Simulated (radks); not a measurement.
Neutral calcium inside a hard spherical wall (all orbitals vanish at R), configuration held at [Ar] 4s2 and not refilled when levels cross. Calculated with a radial shooting solver on a logarithmic mesh with Libxc functionals: scalar-relativistic Kohn-Sham, LDA (Slater exchange, VWN5 correlation), spin-unpolarised, spherical densities, point nucleus. Eigenvalues in eV, with the zero of energy where the potential of the charges vanishes at infinity; a dash marks a level that is unbound or too diffuse for the functional's potential to be trusted. A positive occupied level is held by the wall or, in an anion where self-interaction has pushed it up, behind a barrier. The pressure on the wall is -dE/dV.

R (bohr),E (hartree),kinetic (hartree),e(2p),e(3s),e(3p),e(4s),"e(3d, empty)","e(4p, empty)",pressure (GPa)
free,-678.69847,682.872,-334.59,-46.839,-27.991,-3.863,-2.136,-1.437,0
15,-678.69846,682.872,-334.58,-46.837,-27.989,-3.861,-2.134,-1.429,0.000140
10,-678.69635,682.890,-334.42,-46.680,-27.835,-3.745,-1.995,-1.170,0.0488
8,-678.68393,682.966,-333.88,-46.162,-27.324,-3.307,-1.534,-0.425,0.502
7,-678.66129,683.075,-333.22,-45.548,-26.722,-2.693,-0.975,0.522,1.66
6,-678.60366,683.308,-332.07,-44.496,-25.696,-1.395,0.025,2.405,5.81
5,-678.45075,683.839,-330.06,-42.731,-23.985,1.535,1.843,6.400,22.9
4,-677.99620,685.293,-326.05,-39.518,-20.868,9.098,5.533,15.971,115
3.5,-677.43588,687.066,-322.07,-36.633,-18.007,17.526,9.088,25.975,299
2.5,-673.45130,699.272,-300.34,-22.191,-2.753,67.453,27.594,80.070,3250
